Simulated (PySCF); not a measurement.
AlH, SMILES [AlH] (connectivity only; charge and spin as stated), charge +1, multiplicity 2.

Coordinates come from a B3LYP-D3(BJ)/def2-TZVPD optimisation. The multiplicity is an assumed one; other spin states were not compared.

Two levels are set side by side: PBE/def2-TZVPD (PySCF) and ωB97X/def2-TZVPD (PySCF). Same geometry, gas phase. Differences are taken from unrounded values.

```tsv
quantity	ωB97X	PBE	PBE minus ωB97X
α-spin orbital gap (eV)	9.92	3.61	-6.31
β-spin orbital gap (eV)	10.69	4.80	-5.90
mean polarisability (bohr³)	26.1	25.9	-0.2
```

Rough cost on one machine, each run with all the roots and properties that it gave: ωB97X against PBE within a factor of 2.
